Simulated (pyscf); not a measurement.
**•H₂C–CH₂–NH₂ (SMILES [CH2]CN), doublet**

Gas-phase minimum from PySCF at ωB97X-D3(BJ)/def2-SVP, one conformer. •H₂C–CH₂–NH₂ lies 11.2 kcal/mol over its isomer H₃C–CH•–NH₂, and others may lie lower still (electronic energy, ωB97M-D3(BJ)). 

SMILES: [CH2]CN
```xyz
9

C     -1.4743    -0.1412     0.5392
C     -0.3016     0.5492    -0.0830
N     -0.0271     0.1358    -1.4707
H     -2.4936     0.2153     0.3538
H     -1.3633    -1.1345     0.9879
H     -0.4539     1.6416    -0.0853
H      0.6121     0.3640     0.5065
H     -0.8539     0.3047    -2.0447
H      0.1238    -0.8731    -1.5005
```
Charge 0, spin multiplicity 2.

Bonds (Å): C1–C2 1.496, C1–H4 1.096, C1–H5 1.096, C2–N3 1.474, C2–H6 1.103, C2–H7 1.103, N3–H8 1.021, N3–H9 1.021. Bond angles (°): C2–C1–H4 120.6, C2–C1–H5 120.6, H4–C1–H5 117.3, C1–C2–N3 114.1, C1–C2–H6 110.5, C1–C2–H7 110.5, N3–C2–H6 107.5, N3–C2–H7 107.6, H6–C2–H7 106.4, C2–N3–H8 109.4, C2–N3–H9 109.4, H8–N3–H9 105.5.

Properties at ωB97X-D3(BJ)/def2-SVP:

```json
{
 "harmonic_wavenumbers_unscaled": "123, 317, 349, 574, 766, 889, 997, 1060, 1091, 1251, 1347, 1381, 1456, 1478, 1650, 3074, 3130, 3155, 3268, 3530, 3609 cm⁻¹",
 "zero_point_energy": "49.3 kcal/mol",
 "rotational_symmetry_number": "1",
 "Entropy of this conformer at 298 K and 1 atm, rigid rotor and harmonic oscillator, modes under 100 cm⁻¹ raised to 100": "283.5 J/(mol K)",
 "dipole_moment": "1.20 D",
 "Spin expectation value S2": "0.754"
}
```

Single-point totals, which compare only within one level (frozen core for MP2 and CC):

```csv
level,total energy (hartree)
ωB97X-D3(BJ)/def2-TZVP,-134.61599
PBE/def2-TZVP,-134.37213
r²SCAN/def2-TZVP,-134.47276
B3LYP-D3(BJ)/def2-TZVP,-134.56867
PBE0-D3(BJ)/def2-TZVP,-134.39388
M06-2X/def2-TZVP,-134.48164
ωB97M-D3(BJ)/def2-TZVP,-134.58322
UHF/def2-TZVPP,-133.67450
MP2/def2-TZVPP,-134.21294
CCSD/def2-TZVPP,-134.24888
CCSD(T)/def2-TZVPP,-134.27012
```

Soft torsions are taken as harmonic, which can shift the entropy by several J/(mol K). The CCSD(T) − MP2 part came from Ansatz, without density fitting, on the same reference.
